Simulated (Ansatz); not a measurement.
**Four-centre ligand exchange**

Start structure (BNH3ClF2, closed shell), relaxed at PBE0-D4/def2-TZVP:

| atom | x (Å) | y (Å) | z (Å) |
| --- | --- | --- | --- |
| B1 | -0.8993 | -0.7490 | 0.0565 |
| N2 | -0.4394 | 0.5795 | -0.0114 |
| F3 | -1.1348 | -1.4401 | -1.0470 |
| F4 | -1.0705 | -1.3463 | 1.2248 |
| H5 | 1.5807 | 0.3609 | -0.0598 |
| Cl6 | 2.8780 | 0.3422 | -0.0960 |
| H7 | -0.4812 | 1.0915 | -0.8769 |
| H8 | -0.4334 | 1.1612 | 0.8099 |

The step: BNH₂F₂ ([NH2][B]([F])[F]) + HCl → BClF₂ ([F][B]([F])[Cl]) + NH₃ (still joined by a long B–N bond); bonds formed: B1–Cl6, N2–H5; bonds broken: H5–Cl6; bonds weakened to dative contacts: B1–N2. Program: Ansatz 0.2.0. Basis: def2-TZVPP and def2-QZVPP. Cores are frozen in the correlated methods. Extrapolation: Hartree–Fock as exp(−7.88 √X), correlation as X^−2.97. Energies below are by CCSD(T) at an estimated basis limit (MP2 extrapolated from triple and quadruple zeta, plus CCSD(T) − MP2 in triple zeta).

(1) What are the electronic barrier and the energy of the step, from the start structure to the end structure? (To be estimated.)

The T1 diagnostic stays at or below 0.012.

Results:

(1) By the calculation: Barrier 16.86 kcal/mol; step energy -12.53 kcal/mol (downhill); reverse barrier, their difference, 29.39 kcal/mol. Barrier and step energy count from the start structure, the reverse barrier from the end structure.

The saddle point: One imaginary mode of 879i cm⁻¹.
| pair | start (Å) | saddle (Å) | end (Å) |
| --- | --- | --- | --- |
| B1–Cl6 | 3.93 | 2.55 | 1.85 |
| N2–H5 | 2.03 | 1.25 | 1.02 |
| B1–N2 | 1.41 | 1.50 | 1.65 |
| H5–Cl6 | 1.30 | 1.59 | 2.90 |

Zero-point energy (harmonic, PBE0-D4): ZPE is 28.90 kcal/mol at the start and 28.30 kcal/mol at the saddle, so the barrier goes from 16.86 to 16.25 kcal/mol.

Hydrogen chloride, the by-product of chloride precursors, can attack films and sites by steps of this kind.

Labels in which every atom is bracketed show which atoms are joined, not bond orders.

For scale, one of the runs: CCSD(T)/def2-TZVPP, 208 basis functions, launched by `ansatz run in.yaml --threads 4 --pin off --events-out ev --progress --plain --max-ram 9574MiB`. The run took 100 s on 4 CPU threads of an Intel Xeon (shared host), with 3 GiB of host memory at its peak.
